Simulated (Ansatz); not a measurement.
Isolated molecules relaxed with PBE0-D4/def2-TZVP in Ansatz; ΔE leaves out vibrations. CCSD(T)/CBS is the MP2 limit (def2-TZVPP, def2-QZVPP) plus CCSD(T) − MP2 in def2-TZVPP, frozen cores. DFT in def2-TZVPP. For Se outer-core shells are correlated without core-valence functions, which leaves a few kJ/mol of doubt a bond. Scalar relativity is left out up to krypton. Each species was taken in one conformer, which may not be the lowest.

Consider the redistribution: `FC([SiH3])[SeH]` + `O=C[SiH](O)Cl` → `O=C[SiH]([SiH3])Cl` + `OC(F)[SeH]`.

```tsv
level	ΔE (kJ/mol)
r2SCAN-D4	125.7
PBE0	116.4
```

**Question.** What does CCSD(T)/CBS give? (Best estimate.)

**Answer.** Ansatz gave: +140.6 kJ/mol. The listed levels differ from it by -14.9, -24.2 kJ/mol.

Largest T1 diagnostic among the species: 0.014.

From PBE to PBE0 (25 % exact exchange), in def2-TZVPP and without D4, ΔE moves by +7.6 kJ/mol.
